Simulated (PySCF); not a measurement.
Compound: FGaH5N.
Structure used (PBE0-D3(BJ)/def2-SVP), in Å, numbered top down from 1:
```
atom  x, y, z in Å
N1     1.0233    0.0273    0.0303
Ga2   -1.0990   -0.1851    0.0283
F3    -1.2813    1.3990   -0.7807
H4     1.5540   -0.7350    0.4511
H5     1.3362    0.1396   -0.9344
H6     1.2570    0.8891    0.5243
H7    -1.4318   -0.1438    1.5663
H8    -1.3034   -1.4109   -0.9381
```

Theory: PBE0-D3(BJ)/def2-SVP geometry optimisation, gas phase (PySCF).

Take the most abundant isotopes and a rigid rotor. 

(1) Give the principal moments of inertia and the rotational constants in cm⁻¹.

(2) Classify the top.

(3) What does the inertial defect say?

(4) Give the other two planar moments, Paa and Pbb, and the rms extents of the mass along the axes.

(5) List the rotational levels J(Ka,Kc) to J = 4 (MHz).

(6) Predict some low-J microwave lines.

(7) Estimate the classical rotational partition function at 10 K, 50 K and 298.15 K.

Results:

(1) Ia = 52.59, Ib = 81.40, Ic = 123.32 u·Å²; 505379 MHz·u·Å²/I gives 9609, 6209 and 4098 MHz, that is A = 0.32052, B = 0.20710, C = 0.13670 cm⁻¹.

(2) An asymmetric top. Ray's parameter κ = (2B − A − C)/(A − C) = -0.234; −1 is the prolate and +1 the oblate limit.

(3) Not planar: Δ = Ic − Ia − Ib = -10.67 u·Å². For a rigid frame Δ = −2 Σ m c², so Σ m c² = 5.34 u·Å² lies off the ab plane, practically all of it from hydrogen. The atom farthest from that plane is 1.41 Å away.

(4) Paa = Σ m a² = (Ib + Ic − Ia)/2 = 76.06 and Pbb = Σ m b² = (Ia + Ic − Ib)/2 = 47.26 u·Å². With the mass M = 106.97 u, the rms extents √(P/M) along a, b and c are 0.84, 0.66, 0.22 Å.

(5) Above 0(0,0):
J = 1: 1(0,1) 10307, 1(1,1) 13707, 1(1,0) 15818
J = 2: 2(0,2) 30200, 2(1,2) 32210, 2(1,1) 38542, 2(2,1) 48743, 2(2,0) 49464
J = 3: 3(0,3) 58660, 3(1,3) 59571, 3(1,2) 72070, 3(2,2) 79664, 3(2,1) 82845, 3(3,1) 102335, 3(3,0) 102500
J = 4: 4(0,4) 95158, 4(1,4) 95499, 4(1,3) 115538, 4(2,3) 120314, 4(2,2) 128194, 4(3,2) 144641, 4(3,1) 145708, 4(4,1) 174934, 4(4,0) 174965

(6) The dipole components are |μa| = 5.65 D, |μb| = 0.50 D, |μc| = 0.00 D; the mirror of this Cs structure is the ab plane, so μc vanishes by symmetry and there are no c-type lines. Intensities carry the squares of the components, which stand as 1.00 : 0.01 (a : b). Some lines, for components of 0.1 D or more:

```tsv
type	branch	J(Ka,Kc)	MHz	lower level (cm⁻¹)
a	Q	2(2,0) ← 2(2,1)	721	1.626
b	Q	2(1,1) ← 2(0,2)	8342	1.007
b	Q	2(2,0) ← 2(1,1)	10921	1.286
b	Q	3(1,2) ← 3(0,3)	13410	1.957
b	Q	2(2,1) ← 2(1,2)	16533	1.074
b	Q	3(3,0) ← 3(2,1)	19655	2.763
a	R	2(0,2) ← 1(0,1)	19893	0.344
b	Q	3(2,2) ← 3(1,3)	20093	1.987
a	R	2(1,1) ← 1(1,0)	22724	0.528
b	R	3(0,3) ← 2(1,2)	26450	1.074
a	R	3(1,3) ← 2(1,2)	27360	1.074
a	R	3(0,3) ← 2(0,2)	28460	1.007
b	R	3(1,3) ← 2(0,2)	29371	1.007
b	R	2(2,1) ← 1(1,0)	32925	0.528
a	R	3(2,1) ← 2(2,0)	33381	1.650
a	R	3(1,2) ← 2(1,1)	33527	1.286
b	R	2(2,0) ← 1(1,1)	35756	0.457
b	R	3(2,2) ← 2(1,1)	41121	1.286
b	R	3(2,1) ← 2(1,2)	50635	1.074
b	R	3(3,1) ← 2(2,0)	52872	1.650
b	R	3(3,0) ← 2(2,1)	53758	1.626
```

(7) Point group Cs, symmetry number σ = 1; q = (√π/σ)·√((kT/h)³/(ABC)), k/h = 20836.6 MHz/K: 341 at 10 K, 3810 at 50 K, 55500 at 298.15 K.

Stationary, but not proved a minimum. No vibrational averaging or centrifugal distortion is included, and the geometry carries the error of its method. A rigid rotor knows nothing of internal rotation, which can split or shift real lines. Quadrupole hyperfine structure (14N, 69Ga) is left out.
